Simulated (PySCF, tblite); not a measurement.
Isomers of C3H4F4Si, one GFN2-xTB conformer each. Single-point energies are computed at PBE0/pcSseg-1 (PySCF, gas phase, no added dispersion term), electronic only.

Question: Rank them by PBE0/pcSseg-1 energy, lowest first (kJ/mol).
A. `F/C([SiH3])=C\C(F)(F)F`
B. `[F:1][SiH2:2][CH2:3][C:4]([F:5])=[C:6]([F:7])[F:8]` with F1–Si2–C3–C4 -179°, Si2–C3–C4–F5 -69°

Answer: B (0.0), A (109.4).

As drawn, the lower has an Si–F bond, which the higher lacks. GFN2-xTB itself gives, in the same order: 0.0, 160.3. Both levels put the same isomer lowest.

Which frontier levels, dipoles and rotational constants go with these structures?

```json
{"SMILES": "F[SiH2]CC(F)=C(F)F", "HOMO (eV, PBE0/pcSseg-1)": "-7.28", "LUMO (eV)": "-0.12", "dipole (D)": "0.33", "A, B, C (MHz)": "3304, 796.1, 693.1"}
{"SMILES": "F/C([SiH3])=C\\C(F)(F)F", "HOMO (eV, PBE0/pcSseg-1)": "-8.46", "LUMO (eV)": "-1.18", "dipole (D)": "3.68", "A, B, C (MHz)": "3521, 874.2, 805.0"}
```

What happens when harmonic zero-point energies from GFN2-xTB frequencies are added?

```tsv
SMILES	ZPE (kJ/mol)	electronic (kJ/mol)	with ZPE (kJ/mol)
F[SiH2]CC(F)=C(F)F	169.0	0.0	0.0
F/C([SiH3])=C\C(F)(F)F	159.6	109.4	100.1
```

The zero-point energies span 9.4 kJ/mol. The order is unchanged.
